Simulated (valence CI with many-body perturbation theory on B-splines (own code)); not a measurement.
The numbers below are computed, except where a source is named.
Pr¹⁰⁺: magnetic and hyperfine properties of the levels

Method: relativistic CI+MBPT: three valence electrons over a frozen Dirac-Fock core [Kr] 4d10, a basis of 8 s, 8 p, 9 d, 9 f, 6 g, 3 h, 2 i functions for each j, with the one-electron correlation potential Σ1 (screened to all orders), the two-electron term Σ2, the three-electron term Σ3, Breit, model QED; selected single and double excitations, second order for the rest, scaled by the run's own slope (own B-spline code, finite nucleus).

No measured spectrum was set against this ion. As an estimate, levels hold to about 250 cm⁻¹ or 0.2 % of their energy and the worst to 1 %, as in measured heavy ions of charge 2 to 7; those with d or f electrons hold less well. Core correlation moves these levels by up to 41000 cm⁻¹, and in measured spectra 5 to 20 % of such shifts remained as error; rates that hang on mixing are uncertain with them.

A/g_I is the dipole constant over the nuclear g factor μ/I (μ in nuclear magnetons, uniformly magnetised nucleus), B/Q the quadrupole constant per barn. Both hold the static response of the core; the bare values leave it out. Large factors of s and p1/2 electrons are usually good to 5 to 10 %; those of open d and f shells near neutrality can be off by tens of per cent, and small factors of p3/2, d and f electrons come from cancelling terms and can be off by a factor of two or in sign, in half-filled shells by more. B is blank for J = 1/2, where it vanishes, and for nearly pure S terms. Energies count from the lowest level.

Names give the largest LS component (configuration and term), which can be under half, so a name can repeat, a term be missing and a line seem to break the LS rules; names also repeat where a configuration has a term twice. Letters in brackets count levels of one name in rising energy.

```csv
Level,E (eV),g,A/g_I (MHz),A/g_I bare,B/Q (MHz/b),B/Q bare
5s²5p ²P°_1/2,0.000,0.665,26300,24600,,
4f5s² ²F°_5/2,0.499,0.856,732,748,1090,873
4f5s² ²F°_7/2,0.914,1.142,416,556,1280,996
5s²5p ²P°_3/2,4.851,1.334,3850,3350,7550,6790
4f5s5p ⁴G_5/2,17.675,0.761,-3440,-3140,-504,-577
4f5s5p ⁴F_7/2,18.155,1.152,5510,5250,-1870,-1840
4f5s5p ⁴F_3/2,18.466,0.509,-19800,-18300,-1470,-1380
5s5p² ⁴P_1/2,18.672,2.545,71900,66400,,
4f5s5p ²F_7/2 [a],18.742,1.147,13000,12200,-2300,-2180
4f5s5p ⁴F_5/2 [a],18.764,1.018,-4120,-3590,1360,1140
4f5s5p ⁴F_9/2 [a],19.015,1.246,11600,10900,-5470,-5080
4f5s5p ²F_5/2 [a],19.707,0.913,-1300,-1100,875,676
4f5s5p ²G_7/2 [a],20.134,1.055,926,996,2950,2510
4f²5s ⁴H_7/2,21.127,0.668,-8790,-8170,995,769
4f²5s ⁴H_9/2,21.286,0.969,1690,1660,983,750
4f²5s ⁴H_11/2,21.497,1.132,5400,5170,1090,824
5s5p² ⁴P_3/2,21.516,1.698,23200,21300,6060,5440
4f²5s ⁴H_13/2,21.741,1.230,6990,6690,1270,954
4f²5s ⁴F_3/2,21.983,0.412,-16200,-15200,-148,-114
4f²5s ⁴F_5/2,22.051,1.042,4250,4010,-178,-147
4f²5s ⁴F_7/2 [a],22.111,1.211,8170,7740,730,658
4f²5s ⁴F_9/2,22.206,1.280,9530,9070,2150,1940
4f²5s ⁴F_7/2 [b],22.440,1.176,9670,9070,1660,1460
4f5s5p ⁴F_9/2 [b],22.486,1.230,8830,8320,2310,1980
4f5s5p ⁴F_5/2 [b],22.545,1.178,12400,11500,-969,-864
4f²5s ²H_9/2,22.641,0.985,3070,2930,1180,951
4f²5s ²G_7/2,22.872,0.955,-6120,-5590,-314,-326
4f5s5p ⁴G_11/2,22.963,1.273,9570,8960,8570,7510
4f²5s ²G_9/2,22.988,1.097,9280,8680,739,621
5s5p² ⁴P_5/2,23.009,1.374,16900,15700,-2000,-1810
4f²5s ²H_11/2,23.078,1.090,-3410,-2980,1280,973
4f5s5p ⁴D_3/2,23.132,1.049,3650,3400,-2280,-2030
4f5s5p ²F_7/2 [b],23.299,1.113,4980,4760,885,728
4f5s5p ⁴D_1/2,23.427,-0.004,-32300,-29700,,
4f²5s ²F_5/2,23.455,0.883,3010,2780,-536,-441
4f²5s ²F_7/2,23.779,1.129,-5020,-4430,-413,-338
4f5s5p ²D_5/2 [a],23.929,1.206,3390,3220,-2040,-1850
4f²5s ²D_3/2 [a],24.150,0.847,-14100,-12900,2770,2490
4f5s5p ²G_9/2 [a],24.354,1.120,9890,9180,7290,6390
4f²5s ²D_3/2 [b],24.453,0.843,-17400,-15900,923,851
```

(1) Take the isotope of mass number 141, with I = 5/2, μ = 4.266 μN and Q = -0.0589 b. What is the hyperfine structure of 5s²5p ²P°_1/2?

Answers

(1) From the table A = 45000 MHz. Shifts from the centre of gravity in MHz: F = 2: -78800, F = 3: 56200.
